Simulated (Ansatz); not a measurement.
Computed with Ansatz on PBE0-D4/def2-TZVP structures; ΔE is electronic, products minus reactants. CBS: MP2 limit from def2 TZ/QZ plus the TZ coupled-cluster correction, frozen cores. This one scheme is used for every species. DFT in def2-TZVPP. Each species was taken in one conformer, which may not be the lowest.

`FC[SiH2]S` + `N[SiH3]` → `[SiH3]N[SiH2]S` + `CF`  (ligand exchange at the Si–C bond)

| level | ΔE (eV) |
| --- | --- |
| PBE0-D4 | -0.85 |
| r2SCAN | -0.85 |

(1) What does CCSD(T)/CBS give? (Best estimate.)

Largest T1 diagnostic among the species: 0.011.

Results:

(1) Computed: -0.91 eV. The listed levels differ from it by 0.06, 0.06 eV.

The D4 term adds −0.05 eV with B3LYP and −0.03 eV with PBE0; it sums over pairs of atoms, weighted by their polarisabilities, and B3LYP, whose exchange is more repulsive, gets the larger term. From PBE to PBE0 (25 % exact exchange), in def2-TZVPP and without D4, ΔE moves by −0.06 eV.

B3LYP here is the variant with VWN-RPA as its local correlation; programs differ in this.
